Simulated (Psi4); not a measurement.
C$_{2}$H$_{7}$AlO (SMILES C[O][AlH][CH3]), singlet, at a GFN2-xTB geometry (such geometries of metal compounds can be far from the true shape); DLPNO-MP2/cc-pVDZ (Psi4).

The Psi4 input:
```
memory 2 GB

molecule mol {
0 1
Al   -0.537485    0.520755    0.380482
H    -2.048435    0.620966    0.616850
C     0.762295    1.871223    1.057546
H     1.501327    1.429876    1.734443
H     0.266985    2.676165    1.604962
H     1.333831    2.337132    0.247945
O    -0.114477   -0.816681   -0.487025
C     0.222823   -1.957066   -1.223050
H     0.135717   -1.750324   -2.292498
H     1.250610   -2.254978   -1.002738
H    -0.447621   -2.780149   -0.966004
}

set {
  basis cc-pvdz
  reference rhf
  freeze_core true
}

energy('dlpno-mp2')
print_variables()
```

What the program printed (banner, timings and long lists left out):

```
    SCF Algorithm Type (re)set to DF.

   => Loading Basis Set <=

    Name: CC-PVDZ
    Role: ORBITAL
    Keyword: BASIS

         ---------------------------------------------------------
                                   SCF
               by Justin Turney, Rob Parrish, Andy Simmonett
                          and Daniel G. A. Smith
                              RHF Reference
         ---------------------------------------------------------

  ==> Geometry <==

    Molecular point group: c1
    Full point group: C1

    Geometry (in Angstrom), charge = 0, multiplicity = 1:

       Center              X                  Y                   Z               Mass
    ------------   -----------------  -----------------  -----------------  -----------------
         AL          -0.503664118881     0.517529591229     0.374639437070    26.981538530000
         H           -2.014614118881     0.617740591229     0.611007437070     1.007825032230
         C            0.796115881119     1.867997591229     1.051703437070    12.000000000000
         H            1.535147881119     1.426650591229     1.728600437070     1.007825032230
         H            0.300805881119     2.672939591229     1.599119437070     1.007825032230
         H            1.367651881119     2.333906591229     0.242102437070     1.007825032230
         O           -0.080656118881    -0.819906408771    -0.492867562930    15.994914619570
         C            0.256643881119    -1.960291408771    -1.228892562930    12.000000000000
         H            0.169537881119    -1.753549408771    -2.298340562930     1.007825032230
         H            1.284430881119    -2.258203408771    -1.008580562930     1.007825032230
         H           -0.413800118881    -2.783374408771    -0.971846562930     1.007825032230

  Running in c1 symmetry.

  Rotational constants: A =      0.59141  B =      0.08881  C =      0.07950 [cm^-1]
  Rotational constants: A =  17730.02399  B =   2662.53439  C =   2383.35428 [MHz]
  Nuclear repulsion =  153.941924409787816

  Charge       = 0
  Multiplicity = 1
  Electrons    = 40
  Nalpha       = 20
  Nbeta        = 20

  ==> Algorithm <==

  SCF Algorithm Type is DF.
  DIIS enabled.
  MOM disabled.
  Fractional occupation disabled.
  Guess Type is SAD.
  Energy threshold   = 1.00e-08
  Density threshold  = 1.00e-08
  Integral threshold = 1.00e-12

  ==> Primary Basis <==

  Basis Set: CC-PVDZ
    Blend: CC-PVDZ
    Number of shells: 47
    Number of basis functions: 95
[...]
  @DF-RHF Final Energy:  -396.62926707824164
    Total Energy =                       -396.6292670782416394
[...]
    Boys Localizer converged.

  ==> Forming Local MO Domains <==

    Auxiliary BFs per Local MO:
      Average =  212 AUX BFs (5 atoms)
      Min     =  174 AUX BFs (3 atoms)
      Max     =  258 AUX BFs (7 atoms)

    Projected AOs per Local MO:
      Average =   67 PAOs (7 atoms)
      Min     =   52 PAOs (6 atoms)
      Max     =   90 PAOs (10 atoms)

    Local MOs per Local MO:
      Average =   12 LMOs
      Min     =   12 LMOs
      Max     =   12 LMOs

    Screened 0 of 144 LMO pairs (0.00 %)
             0 pairs met overlap criteria
             12 pairs met energy criteria

    Screened LMO pair energy =  0.000000000000

  ==> Merging LMO Domains into LMO Pair Domains <==

    Auxiliary BFs per Local MO pair:
      Average =  272 AUX BFs (7 atoms)
      Min     =  174 AUX BFs (3 atoms)
      Max     =  342 AUX BFs (11 atoms)

    Local MOs per Local MO pair:
      Average =   12 LMOs
      Min     =   12 LMOs
      Max     =   12 LMOs

    Projected AOs per Local MO pair:
      Average =   83 PAOs (9 atoms)
      Min     =   52 PAOs (6 atoms)
      Max     =   95 PAOs (11 atoms)

    Coefficient sparsity in AO -> LMO transform:   0.00 %
    Coefficient sparsity in AO -> PAO transform:   0.00 %
    Coefficient sparsity in combined transforms:   0.00 %

    Storing transformed LMO/PAO integrals in sparse format.

  ==> Transforming 3-Index Integrals to LMO/PAO basis <==

  ==> Forming Pair Natural Orbitals <==

    Natural Orbitals per Local MO pair:
      Avg:  29 NOs
      Min:   8 NOs
      Max:  42 NOs

    PNO truncation energy = -0.000022107043

  ==> Local MP2 <==

    E_CONVERGENCE = 1.00e-06
    R_CONVERGENCE = 1.00e-06

                     Corr. Energy    Delta E     Max R
  @LMP2 iter   0:  -0.533532444940 -5.335e-01  6.667e-04
  @LMP2 iter   1:  -0.538807133199 -5.275e-03  2.139e-04
  @LMP2 iter   2:  -0.539006690167 -1.996e-04  4.765e-05
  @LMP2 iter   3:  -0.539021721222 -1.503e-05  1.422e-05
  @LMP2 iter   4:  -0.539022423227 -7.020e-07  2.021e-06
  @LMP2 iter   5:  -0.539022449669 -2.644e-08  7.010e-07

  Total DLPNO-MP2 Correlation Energy:  -0.539044556712
    MP2 Correlation Energy:            -0.539022449669
    LMO Truncation Correction:          0.000000000000
    PNO Truncation Correction:         -0.000022107043

  Variable Map:
  ----------------------------------------------------------------------------
[...]
  Array Variable Map:
  ----------------------------------------------------------------------------
[...]
[...]
```
